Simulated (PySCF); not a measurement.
Acid–base and redox partners of C[GeH3]. Gas-phase values, no solvent. Strings in code marks are SMILES.

Quantity: electronic energy of isomers of CH5Ge (charge -1) relative to `[CH3][GeH2-]`, in kcal/mol. Levels without diffuse functions put anions too high.

Level 1: PBE-D3(BJ)/def2-TZVPD // PBE0-D3(BJ)/def2-TZVPD (PySCF)
Level 2: PBE0-D3(BJ)/def2-TZVPD (PySCF)
Level 3: M06-2X/6-31G* // PBE0-D3(BJ)/def2-TZVPD (PySCF)
Level 4: HF/3-21G // PBE0-D3(BJ)/def2-TZVPD (PySCF)

```json
[
 {"species": "`[CH2-][GeH3]` (not the most acidic site)", "level 1": "30.3", "level 2": "30.6", "level 3": "39.5", "level 4": "45.4"}
]
```
